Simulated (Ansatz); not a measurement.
Stepwise reaction of `CCB(S)S` with ammonia, as a gas-phase model of exchange steps in deposition or etching. ΔE in kJ/mol.

Program: Ansatz. Geometries: PBE0-D4/def2-TZVP. ΔE: electronic, gas phase. CBS: MP2 limit from def2 TZ/QZ plus the TZ coupled-cluster correction, frozen cores. This one scheme is used for every species. DFT in def2-TZVPP. B3LYP here is the variant with VWN-RPA as its local correlation; programs differ in this. One conformer a species, not always the lowest.

```
step                           reaction  PBE-D4  B3LYP-D4  ωB97M-V  CCSD(T)/CBS
   1  `CCB(S)S` + NH₃ → `CCB(N)S` + H₂S   -31.9     -40.1    -42.1        -36.7
```

Give the row of step 2, `CCB(N)S` + NH₃ → `CCB(N)N` + H₂S. (Estimate.)

The calculation gave: 
| step | reaction | PBE-D4 | B3LYP-D4 | ωB97M-V | CCSD(T)/CBS |
| --- | --- | --- | --- | --- | --- |
| 2 | `CCB(N)S` + NH₃ → `CCB(N)N` + H₂S | -10.8 | -19.3 | -18.4 | -14.6 |

By hand: ΔE of the 2 steps together at CCSD(T)/CBS.

(-36.7) + (-14.6) = -51.3 kJ/mol, or -25.7 kJ/mol a step.

In ΔE each step is higher than the one before. All are downhill at CCSD(T)/CBS. PBE-D4 differs from CCSD(T)/CBS by 3.8 to 4.8 kJ/mol a step. Isolated molecules leave out the surface, adducts and barriers. Largest T1 diagnostic: 0.012.
